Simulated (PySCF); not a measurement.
HSZn, SMILES [SH][Zn] (connectivity only; charge and spin as stated), neutral, multiplicity 2.

Geometry optimised at PBE0-D3(BJ)/def2-TZVP. The multiplicity is an assumed one; other spin states were not compared. The isomer is the one that the SMILES or the coordinates give; other isomers of the formula were not compared.

Level of theory: PySCF with PBE0/def2-TZVPD.

Computed frontier levels, dipole moment and polarisability:
```
Item                                                                                                            Result
---------------------------------------------------------------------------------------------  -----------------------
α spin, highest occupied and lowest empty level                                                     -6.01 and -1.13 eV
β spin, highest occupied and lowest empty level                                                     -7.14 and -3.13 eV
dipole moment                                                                                                   1.93 D
quadrupole, principal values (traceless, Buckingham form, about the centre of nuclear charge)   -4.45, -0.98, 5.43 D·Å
mean static polarisability                                                                        61.0 bohr³ (9.03 Å³)
polarisability, principal values                                                                52.3, 52.3, 78.3 bohr³
⟨S²⟩                                                                                           0.754 (pure state 0.75)
```
